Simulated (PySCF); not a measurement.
SMILES OB(O)C[SiH2]B(O)O (CH8B2O4Si) (GFN2-xTB optimised geometry):

```
16

O      1.920    -1.590    -0.362
B      0.784    -2.331    -0.538
O      0.763    -3.144    -1.630
C     -0.416    -2.136     0.458
Si    -1.438    -0.570    -0.013
B     -0.292     1.041     0.000
O      1.064     1.041     0.000
O     -0.903     2.252     0.000
H      2.584    -1.761    -1.033
H     -0.037    -3.647    -1.766
H     -0.053    -1.993     1.475
H     -1.079    -2.999     0.476
H     -2.057    -0.885    -1.324
H     -2.584    -0.581     0.918
H      1.497     0.179    -0.012
H     -0.299     2.999     0.003
```

Calculation: CAM-B3LYP/def2-TZVP run with PySCF.

Question: What are the frontier orbital energies and the dipole moment?

Answer: HOMO-2 -10.46 eV, HOMO-1 -9.96 eV, HOMO -9.53 eV, LUMO 0.89 eV, LUMO+1 1.06 eV; dipole moment 2.22 D.

Meta-Löwdin charges at CAM-B3LYP/def2-TZVP: O1 -0.53, B2 0.46, O3 -0.54, C4 -0.57, Si5 0.50, B6 0.26, O7 -0.53, O8 -0.52, H9 0.36, H10 0.36, H11 0.13, H12 0.12, H13 -0.11, H14 -0.10, H15 0.36, H16 0.35.
